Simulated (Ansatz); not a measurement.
Basis sets compared for Zr2(Cl)8 (Zr2Cl8). Total charge 0; singlet. Geometry r2SCAN-D4/def2-SVP. Ansatz on 2 threads of AMD EPYC 7R13 on a shared host and a share (18 GiB) of an NVIDIA H100 80GB HBM3; times are rough, and most runs start from earlier orbitals.

```xyz
10

Zr   -1.615   -0.440    0.424
Cl   -3.209   -1.509   -0.876
Cl   -1.172   -1.954    2.151
Cl   -2.831    1.194    1.550
Cl   -0.699    1.254   -1.281
Zr    1.744    0.496   -0.583
Cl    0.961    0.950    1.612
Cl    2.499    2.231   -1.958
Cl    3.781   -0.569   -0.191
Cl    0.541   -1.651   -0.849
```

In the def2 sets Zr takes a core potential; there is no spin–orbit coupling.

Binding counts from free atoms (Zr triplet, Cl doublet) in the same basis, without a counterpoise term.

| level | functions | energy (Eh) | HOMO (eV) | LUMO (eV) | binding per atom (eV) | wall time |
| --- | --- | --- | --- | --- | --- | --- |
| PBE-D4/def2-SVP | 206 | -3773.7605 | -7.97 | -4.34 | – | 7.5 s |
| PBE0-D4/def2-SVP | 206 | -3774.0053 | -9.40 | -3.77 | 4.24 | 14 s |

(1) Estimate the rows for PBE-D4/def2-TZVP, PBE0-D4/def2-TZVP (with forces).

## Answers

(1) 
```
                          level  functions  energy (Eh)  HOMO (eV)  LUMO (eV)  binding per atom (eV)  wall time
               PBE-D4/def2-TZVP        376   -3775.0357      -8.00      -4.35                      –       11 s
PBE0-D4/def2-TZVP (with forces)        376   -3775.2689      -9.37      -3.71                   4.15       13 s
```
